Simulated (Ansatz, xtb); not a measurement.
C4H2F2Se: which of two isomers lies lower

Structure X is `Fc1c[se]c(F)c1`, a singlet and structure Y is `Fc1c[se]cc1F`, a singlet. Both are isolated molecules in the gas phase, relaxed with r2SCAN-D4/def2-SVP.

Energies in hartree; the thermal terms are from GFN2-xTB frequencies at re-optimised GFN2-xTB minima (ideal gas, soft modes damped towards free rotors, one conformer each, 298.15 K, 1 atm) and include the zero-point energy:

```
                               X            Y
E, CCSD(T)/def2-SVP  −2751.893409  −2751.895225
    E, MP2/def2-SVP  −2751.835241  −2751.837391
  E, MP2/def2-TZVPP  −2752.831497  −2752.834316
  zero-point energy      0.047485      0.047337
       H(298 K) − E      0.054718      0.054530
       G(298 K) − E      0.016174      0.016707
```

**Question.** Correct the CCSD(T) difference for the basis set by the MP2 change, then work out ΔE, ΔE₀, ΔH and ΔG for X → Y in kcal/mol (1 Eh = 627.51 kcal/mol) and the equilibrium ratio [Y]/[X].

**Answer.** 1. Differences Y − X: CCSD(T) −0.001816, MP2 in the small set −0.002150, MP2 in the large set −0.002819 Eh.
2. ΔE = −0.001816 + (−0.002819 − (−0.002150)) = −0.002485 Eh = −1.56 kcal/mol.
3. ΔE₀ = ΔE + ΔZPE = −0.002485 + (−0.000148) Eh = −1.65 kcal/mol.
4. ΔH = ΔE + (−0.000188) Eh = −1.68 kcal/mol.
5. ΔG = ΔE + (+0.000533) Eh = −1.22 kcal/mol, so ΔS = (ΔH − ΔG)/T = −6.3 J/(mol K).
6. kT = 0.9442 mEh, so K = [Y]/[X] = exp(−ΔG/kT) = exp(+2.07) ≈ 7.9.

Structure Y is favoured at this temperature. An error of 1 kcal/mol in ΔG would change K by a factor of 5.4. GFN2-xTB, HF/STO-3G gave ΔE the other sign. Mirror images and further conformers aren't counted.

As drawn, both hold the same kinds of bond in the same numbers.

Other levels gave ΔE = +1.4 (GFN2-xTB); +2.1 (HF/STO-3G, GFN2-xTB geometries); −0.7 (r2SCAN-D4/def2-SVP//GFN2-xTB); −0.9 (r2SCAN-D4/def2-SVP); −1.4 (HF/def2-SVP); −1.3 (MP2/def2-SVP); −1.1 (CCSD(T)/def2-SVP) kcal/mol. The correlated steps freeze 15 core orbitals; the filled d shell of Se is correlated, in a basis made for valence electrons. Programs: Ansatz 0.2.0, xtb 6.7.1.
